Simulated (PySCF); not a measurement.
Cl5Nb, SMILES [Nb-]([Cl])([Cl])([Cl])([Cl])[Cl] (connectivity only; charge and spin as stated), charge -1, multiplicity 2.

The structure is a stationary point at B3LYP-D3(BJ)/def2-SVPD. A frequency run showed that this geometry is not a minimum. The multiplicity is an assumed one; other spin states were not compared. The def2 effective core potentials stand for the cores of Nb; spin–orbit coupling is left out.

The numbers are results of PySCF with r2SCAN/def2-SVPD, not measurements.

```json
{
  "total_energy": "-2357.58327 hartree",
  "point_group": "C2v",
  "α spin, highest occupied and lowest empty level": "-0.90 and -0.44 eV",
  "β spin, highest occupied and lowest empty level": "-3.38 and 0.06 eV",
  "dipole_moment_about_the_centre_of_nuclear_charge": "0.29 D",
  "mean_static_polarisability": "121.7 bohr³ (18.03 Å³)",
  "polarisability_principal_values": "93.1, 122.0, 150.0 bohr³",
  "⟨S²⟩": "0.757 (pure state 0.75)"
}
```
